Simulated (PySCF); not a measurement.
**Computed structure and properties of Pr(BH4)3(H2O)**

System: Pr(BH4)3(H2O) (singlet in the valence; each metal's 4f electrons, 2 of them, lie in its core potential, out of spins and levels); start: displaced along the imaginary mode (C1). Method: PySCF 2.14.0, RKS PBE0, Pr lcecp-1-SVP with ECP48, B def2-SVP, H def2-SVP, O def2-SVP; non-relativistic Hamiltonian with scalar-relativistic core potentials where named; density fitting; no spin-orbit coupling.

Input of the relaxation:

```python
mol = gto.M(atom='''
Pr     0.10332    -0.10140     0.07348
B      1.27908     1.89294     1.20796
H      1.85795     2.80395     1.75006
H      1.77560     0.77364     1.49630
H      1.33186     1.96005    -0.04398
H      0.07068     1.82831     1.52262
B     -1.89301    -1.28921     1.18548
H     -2.80189    -1.87457     1.72410
H     -1.87720    -0.06671     1.44758
H     -1.91340    -1.39815    -0.06447
H     -0.76812    -1.73299     1.53436
B      1.41394    -1.43986    -1.67156
H      2.02029    -2.07279    -2.50210
H      0.90497    -2.18193    -0.76833
H      0.43642    -0.78997    -2.17774
H      2.14550    -0.58290    -1.08017
O     -1.43010     1.44649    -1.16532
H     -1.29498     2.40222    -1.21517
H     -2.37516     1.28537    -1.28750''',
    basis={'Pr': 'lcecp-1-SVP', 'B': 'def2-SVP', 'H': 'def2-SVP', 'O': 'def2-SVP'},
    ecp={'Pr': 'lcecp-1-SVP'},
    charge=0, spin=0)
mf = dft.RKS(mol, xc='PBE0')
mf.grids.atom_grid = (50, 194)  # f atoms: unpruned, at least (60, 302)
mf = mf.density_fit()  # fitting sets: Pr AutoAux, B def2-universal-JKFIT, H def2-universal-JKFIT, O def2-universal-JKFIT
mf.conv_tol = 1e-08; mf.max_cycle = 55
mf.kernel(dm0)  # dm0: converged density of the start geometry
# quasi-Newton relaxation in Cartesian coordinates to a largest gradient under 0.00045 Eh/bohr, steps kept in the point group
```

Run from Python with OMP_NUM_THREADS=4; the lines above give its settings. Where DIIS fails, smearing, a level shift and second-order steps follow.
It took 26 s on 4 threads of Arm Neoverse V2 (shared host), from the converged density of the start.

Course of the relaxation:

```csv
step,energy above end (eV),largest force component within the symmetry (eV/Å)
0,0.0136,0.277
1,0.0023,0.120
2,0.0001,0.024
3,0.0000,0.020
```

Relaxed geometry (C1):

```xyz
19

Pr    0.1024   -0.1006    0.0751
B     1.2791    1.8931    1.2095
H     1.8574    2.8051    1.7502
H     1.7766    0.7741    1.4959
H     1.3290    1.9606   -0.0419
H     0.0720    1.8271    1.5264
B    -1.8932   -1.2895    1.1869
H    -2.8030   -1.8744    1.7240
H    -1.8766   -0.0680    1.4507
H    -1.9136   -1.3962   -0.0625
H    -0.7686   -1.7336    1.5347
B     1.4138   -1.4402   -1.6727
H     2.0215   -2.0737   -2.5019
H     0.9123   -2.1646   -0.7812
H     0.4500   -0.7997   -2.1629
H     2.1275   -0.5948   -1.0889
O    -1.4307    1.4480   -1.1644
H    -1.2955    2.4028   -1.2190
H    -2.3744    1.2871   -1.2922
```

| contact | Å |
| --- | --- |
| Pr1–H4 (BH4) | 2.364 |
| Pr1–H11 (BH4) | 2.357 |
| Pr1–H15 (BH4) | 2.370 |
| Pr1–O17 (H2O) | 2.507 |

On the finer grid (75, 302):

```
HOMO                                                          : -8.97 eV
LUMO                                                          : -1.56 eV
Dipole about the centre of mass                               : 5.53 D
Set of Mulliken populations of Pr1 outside the core potential : s 2.33, p 6.54, d 1.45, f 0.08
D3(BJ) dispersion energy (not in the energies)                : -0.363 eV
```

| atom | Mulliken (e) | Löwdin (e) | spin (e) |
| --- | --- | --- | --- |
| Pr1 | 0.60 | 0.55 | 0.00 |
| B2 | -0.24 | -0.37 | 0.00 |
| H3 | 0.01 | 0.00 | 0.00 |
| H4 | -0.03 | 0.03 | 0.00 |
| H5 | -0.02 | 0.03 | 0.00 |
| H6 | 0.00 | 0.03 | 0.00 |
| B7 | -0.23 | -0.37 | 0.00 |
| H8 | 0.01 | 0.00 | 0.00 |
| H9 | 0.00 | 0.03 | 0.00 |
| H10 | -0.01 | 0.03 | 0.00 |
| H11 | -0.03 | 0.03 | 0.00 |
| B12 | -0.24 | -0.37 | 0.00 |
| H13 | 0.01 | 0.00 | 0.00 |
| H14 | -0.01 | 0.04 | 0.00 |
| H15 | -0.03 | 0.03 | 0.00 |
| H16 | 0.00 | 0.04 | 0.00 |
| O17 | -0.27 | 0.01 | 0.00 |
| H18 | 0.25 | 0.14 | 0.00 |
| H19 | 0.25 | 0.14 | 0.00 |

The 4f levels lie in the core potential and are missing. Their spin isn't counted.

No frequency check is given here.

Taking off one BH4 (charge -1, singlet; the rest: singlet) in vacuum, both parts rigid, costs 7.53 eV; the small basis without counterpoise inflates it. Most of it is the attraction of opposite charges; other ways to part are cheaper, and one spin state was tried for the rest.

Rigid scan of BH4 along the line from its metal, all other atoms held (where the atom bridges, its other bond changes as well):

| distance to B2 (Å) | energy (eV) |
| --- | --- |
| 2.28 | 0.691 |
| 2.38 | 0.269 |
| 2.48 | 0.059 |
| 2.58 | 0.000 |
| 2.68 | 0.047 |
| 2.78 | 0.166 |
| 2.98 | 0.527 |

Taking off one H2O (charge 0, singlet; the rest: singlet) in vacuum, both parts rigid, costs 1.36 eV; the small basis without counterpoise inflates it.

Rigid scan of H2O along the line from its metal, all other atoms held (where the atom bridges, its other bond changes as well):

distance to O17 (Å), energy (eV) and a bar:
```
     2.21      0.364 ##############################
     2.31      0.138 ###########
     2.41      0.030 ##
     2.51      0.000 
     2.61      0.021 ##
     2.71      0.073 ######
```

One start shape was tried, so this needn't be the lowest isomer.

An lcecp potential fixes the number of 4f electrons, so in runs with it no electron can move into or out of that shell.
